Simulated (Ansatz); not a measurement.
Calculated with Ansatz (gas phase, PBE0-D4/def2-TZVP geometries, no zero-point term in ΔE). CCSD(T)/CBS adds triple-zeta CCSD(T) − MP2 to the extrapolated MP2 energy (def2 sets, frozen cores). Functionals use def2-TZVPP. Elements past krypton have def2 core potentials. For Se, Sn outer-core shells are correlated without core-valence functions, which leaves a few kJ/mol of doubt a bond. Scalar relativity is left out up to krypton. One conformer a species, not always the lowest.

Consider the redistribution: `[CH3][SnH2][N]=C=O` + `F[SiH2][SeH]` → `[CH3][SnH2][SeH]` + `O=C=N[SiH2]F`.

| level | ΔE (kcal/mol) |
| --- | --- |
| BHLYP-D4 | -17.0 |
| r2SCANh | -15.5 |

Task: What does CCSD(T)/CBS give? (Best estimate.)

Result: The calculation gave: -14.9 kcal/mol. The listed levels differ from it by -2.1, -0.6 kcal/mol.

Largest T1 diagnostic among the species: 0.015.

From PBE to PBE0 (25 % exact exchange), in def2-TZVPP and without D4, ΔE moves by −0.8 kcal/mol. Leaving LDA and LC-ωPBE aside and taking each functional with its dispersion term where it has one, the values, not all of them listed here, spread over 3.3 kcal/mol, from BHLYP-D4 to revPBE-D4. LDA lies −1.3 kcal/mol from PBE without D4.
